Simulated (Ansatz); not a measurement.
Species: sum formula H$_{4}$SiO$_{3}$, charge 0, multiplicity 1. 
Structure (B3LYP-D3(BJ)/def2-TZVP (Ansatz, a quantum-chemistry and plane-wave program) minimum search):
```
Si
O 1 1.6348
H 2 0.9613 1 118.21
O 1 1.6377 2 109.17 3 -45.13
H 4 0.9606 1 117.30 2 147.31
O 1 1.6461 2 114.29 3 72.17
H 6 0.9602 1 118.55 2 65.02
H 1 1.4697 2 104.44 3 -166.65
```
Charge 0, spin multiplicity 1.

Quantity: atomisation energy (electronic, to ground-state atoms), in kcal/mol. Correlated levels leave the core frozen unless marked. UHF or UKS for open shells. No spin-orbit coupling. Non-relativistic. The coupled-cluster limit lacks core correlation, which all-electron functionals hold. Basis-set limits of correlation are two-point, X^-3; Hartree-Fock from the larger set.

| level | program | atomisation energy (kcal/mol) |
|---|---|---|
| r2SCAN-D4/def2-TZVPD | Ansatz + dftd4 | 748.8 |
| wB97M-V/def2-TZVPD | Ansatz | ? |
| B2GP-PLYP/def2-TZVPD | Ansatz | 738.5 |
| B2PLYP-D3(BJ)/def2-TZVPD | Ansatz + dftd3 | 742.1 |
| B2PLYP-D4/def2-TZVPD | Ansatz + dftd4 | 741.8 |
| B2PLYP/def2-TZVPD | Ansatz | 739.7 |
| CCSD(T)/CBS(aug-cc-pV(T+d)Z,aug-cc-pV(Q+d)Z) | Ansatz | ? |

Q: Some entries are withheld; supply them.

A: 
- wB97M-V/def2-TZVPD, atomisation energy (kcal/mol): 751.3
- CCSD(T)/CBS(aug-cc-pV(T+d)Z,aug-cc-pV(Q+d)Z), atomisation energy (kcal/mol): 758.7
